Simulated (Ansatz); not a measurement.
ClH₇N₂Si₂, SMILES `N[SiH2][SiH](N)Cl`, relaxed with RKS PBE-D4/def2-SVP in Ansatz from a rough embedded geometry. The force threshold is 0.03 eV/Å; the program also tests the step.

Total charge 0; spin multiplicity 1.

Start:

```xyz
12

N     0.514    1.488   -1.270
Si    0.471   -0.234   -1.108
Si   -0.174   -0.973    1.077
N    -1.440   -0.103    1.706
Cl    1.442   -0.779    2.300
H     1.291    1.821   -0.711
H     0.642    1.726   -2.194
H     1.834   -0.692   -1.516
H    -0.550   -0.669   -2.126
H    -0.609   -2.396    1.063
H    -2.259   -0.089    1.008
H    -1.161    0.899    1.770
```

```json
{"step": "1", "energy (eV)": "-31345.8180", "largest force (eV/Å)": "3.029", "largest move (Å)": "0.000"}
{"step": "2", "energy (eV)": "-31346.2958", "largest force (eV/Å)": "1.533", "largest move (Å)": "0.195"}
{"step": "3", "energy (eV)": "-31346.3820", "largest force (eV/Å)": "0.689", "largest move (Å)": "0.187"}
{"step": "4", "energy (eV)": "-31346.4047", "largest force (eV/Å)": "0.977", "largest move (Å)": "0.194"}
{"step": "5", "energy (eV)": "-31346.4445", "largest force (eV/Å)": "0.434", "largest move (Å)": "0.128"}
{"step": "6", "energy (eV)": "-31346.4728", "largest force (eV/Å)": "0.646", "largest move (Å)": "0.194"}
{"step": "7", "energy (eV)": "-31346.4931", "largest force (eV/Å)": "0.561", "largest move (Å)": "0.166"}
{"step": "8", "energy (eV)": "-31346.5073", "largest force (eV/Å)": "0.216", "largest move (Å)": "0.078"}
{"step": "9 (rejected)", "energy (eV)": "-31346.5012", "largest force (eV/Å)": "0.685", "largest move (Å)": "0.200"}
{"step": "10", "energy (eV)": "-31346.5314", "largest force (eV/Å)": "0.333", "largest move (Å)": "0.098"}
{"step": "11", "energy (eV)": "-31346.5372", "largest force (eV/Å)": "0.311", "largest move (Å)": "0.100"}
{"step": "12", "energy (eV)": "-31346.5714", "largest force (eV/Å)": "0.465", "largest move (Å)": "0.150"}
{"step": "13", "energy (eV)": "-31346.5789", "largest force (eV/Å)": "1.117", "largest move (Å)": "0.151"}
{"step": "14", "energy (eV)": "-31346.6046", "largest force (eV/Å)": "0.283", "largest move (Å)": "0.200"}
{"step": "15 (rejected)", "energy (eV)": "-31346.5975", "largest force (eV/Å)": "0.354", "largest move (Å)": "0.092"}
{"step": "16", "energy (eV)": "-31346.6170", "largest force (eV/Å)": "0.034", "largest move (Å)": "0.045"}
{"step": "17", "energy (eV)": "-31346.6181", "largest force (eV/Å)": "0.025", "largest move (Å)": "0.037"}
```

End:

```xyz
12

N     0.670    1.403   -1.002
Si    0.495   -0.329   -1.265
Si   -0.181   -0.972    0.883
N    -1.627   -0.072    1.199
Cl    1.495   -0.391    2.071
H     1.313    1.654   -0.242
H     0.855    2.001   -1.813
H     1.719   -1.102   -1.711
H    -0.570   -0.524   -2.311
H    -0.433   -2.413    1.221
H    -2.110   -0.155    2.098
H    -1.626    0.900    0.871
```

It took 25 s on 4 threads of an Arm Neoverse V1 on a shared host, with 0.17 GiB of host memory at the peak.
